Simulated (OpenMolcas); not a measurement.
# Sm2+: the spin-orbit constant, worked from levels

| Property | Result |
| --- | --- |
| Program | OpenMolcas 26.06 |
| Basis | ANO-RCC-VDZP [7s6p4d2f1g] |
| Scalar Hamiltonian | DKH2, point nucleus |
| Active space | 6 electrons in 7 orbitals (4f) |
| State averaging | 2S+1 = 7 even, 7 roots; 2S+1 = 5 even, 140 roots (126 in the spin-orbit step); 2S+1 = 3 even, 588 roots (308 in the spin-orbit step); 2S+1 = 1 even, 490 roots (173 in the spin-orbit step) |
| Spin-orbit coupling | state interaction with AMFI integrals over the reference wave functions, term energies averaged over their components |

Methods: CASSCF; SS-CASPT2, IPEA 0.25 Eh, imaginary shift 0.1 Eh (closed shells correlated: 5s 5p). Measured levels: Martin, Zalubas and Hagan, Atomic Energy Levels: The Rare-Earth Elements, NSRDS-NBS 60 (1978).

**The spin-orbit constant.** For the Hund term 7F of f6, E(J) = (A/2) J(J+1) + constant and ζ = 2S·A = 6A. From J = 0 to J = 6 the energy changes by 21 A.

```csv
Source,E(6) - E(0),A,ζ
CASSCF,4260.2,202.9,1217
SS-CASPT2,4398.1,209.4,1257
measured,4027.0,191.8,1151
```

All in cm-1. SS-CASPT2 is off by +9.2 % and CASSCF by +5.8 %. Both methods take the spin-orbit matrix elements from the reference wave functions, so the second can move ζ only through the term energies and any multistate remixing. Second-order mixing with other terms is absorbed into this ζ.

CASPT2 breaks the degeneracy within a term, and the mean is taken; among the terms shown or strongly mixed into the levels shown the widest spread is 150 cm-1 (4f6 7F, SS-CASPT2). High states are left out of the spin-orbit mixing, which shifts the levels that they would mix with. Without dynamic correlation excited terms often stand tens of per cent too high (terms of higher spin than the ground term too low), and those without a measured partner can miss by more than the paired ones (holds for CASSCF). Computed and measured levels are paired by configuration, term and J; levels that our copy of the source lacks, or whose pairing is in doubt (as where it misses far off the trend of its configuration), stay unpaired and out of the deviations. Only configurations of the active space appear.
